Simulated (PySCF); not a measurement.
# Field gradients at the hydrogen positions

C7H11P.
Z-matrix (Å and degrees, GFN2-xTB geometry), rows numbered from 1:
```
C 
C   1  1.3219
P   2  1.8282  1  122.49
C   3  1.8728  2   96.11  1  -135.14
C   4  1.4968  3  106.20  2   -78.31
C   5  1.3243  4  117.12  3   -13.95
C   6  1.4928  5  126.21  4  -178.48
C   6  1.5042  5  115.47  4     0.08
H   1  1.0793  2  122.37  3  -179.90
H   1  1.0778  2  121.34  3     0.09
H   2  1.0857  1  121.15  3   179.95
H   4  1.0955  3  109.32  2   162.29
H   4  1.0931  3  110.24  2    44.44
H   5  1.0795  4  119.19  3   167.73
H   7  1.0871  6  110.92  5    -0.95
H   7  1.0900  6  110.18  5   119.60
H   7  1.0901  6  110.42  5  -121.65
H   8  1.0931  3  110.36  2   -44.33
H   8  1.0952  3  109.35  2  -162.25
```

Level: PBE0/pcSseg-1 (PySCF, non-relativistic); Q(2H) = 0.00286 b; rigid geometry, the same for H and D, with no vibrational averaging.

Question: Rank these positions by the coupling χzz of a deuteron there, largest first.
A. H12 (methylene hydrogen)
B. H11 (vinylic hydrogen)
C. H17 (methyl hydrogen)
D. H9 (vinylic hydrogen)

Answer: D (224 kHz), B (214 kHz), C (209 kHz), A (204 kHz).

Tabulate Vzz, the asymmetry η and χzz = 234.96 MHz × Q × Vzz for every hydrogen position.

```
atom  bonded to  bond length (Å)  Vzz (au)     η  χzz (kHz)
  H9         C1            1.079    0.3326  0.03        224
 H10         C1            1.078    0.3325  0.04        223
 H11         C2            1.086    0.3188  0.03        214
 H12         C4            1.096    0.3031  0.01        204
 H13         C4            1.093    0.3053  0.02        205
 H14         C5            1.079    0.3333  0.06        224
 H15         C7            1.087    0.3157  0.02        212
 H16         C7            1.090    0.3107  0.02        209
 H17         C7            1.090    0.3105  0.02        209
 H18         C8            1.093    0.3052  0.02        205
 H19         C8            1.095    0.3038  0.01        204
```

How does χzz go with the bond length over the 11 C–H bonds?

A straight-line fit has a slope of -12.3 kHz for each 0.01 Å, with a correlation coefficient of -0.99, over lengths from 1.078 to 1.096 Å. The longer bonds have the smaller couplings here.

One conformer (not necessarily the lowest) at the GFN2-xTB geometry, without solvent, vibrations or thermal averaging. GFN2-xTB bond lengths can be off by several hundredths of an ångström, more for odd bonds, and the gradients follow them. With a basis this small, the couplings can be 20 % off.
